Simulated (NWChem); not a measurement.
System: CH4Cl2OSn; SMILES [CH3][Sn]([Cl])([OH])[Cl]

The following NWChem deck was run.

```
start job
memory heap 200 mb stack 900 mb global 1100 mb
geometry units angstroms noautoz
  C     -1.954842    -0.018455     1.275697
  Sn    -0.301721     0.018289    -0.052907
  O     -0.958221    -0.056108    -1.905493
  Cl     1.169086    -1.781837     0.264863
  Cl     1.011475     1.949613     0.170751
  H     -1.946925     0.900086     1.876211
  H     -1.868639    -0.900105     1.923512
  H     -2.869570    -0.074156     0.670665
  H     -0.248181    -0.042508    -2.558956
end
basis spherical
  C library def2-svp
  Sn library def2-svp
  O library def2-svp
  Cl library def2-svp
  H library def2-svp
end
ecp
  Sn library def2-ecp
end
dft
  xc mn15
  iterations 150
  mulliken
end
task dft energy
```

Structure relaxed at the PBE0/def2-SVP level. Not confirmed as a minimum by frequencies. def2 effective core potentials on Sn; no spin-orbit coupling.

Question: What results follow from this input? (MN15/def2-SVP with def2 effective core potentials on Sn.) Quantities: energy (Ha); highest occupied level (eV); orbital gap (eV); dipole (D).

Answer: The energy (Ha) comes out as -1249.30, the highest occupied level (eV) is -9.48 and the orbital gap (eV) is 8.42. The dipole (D) is 2.13.
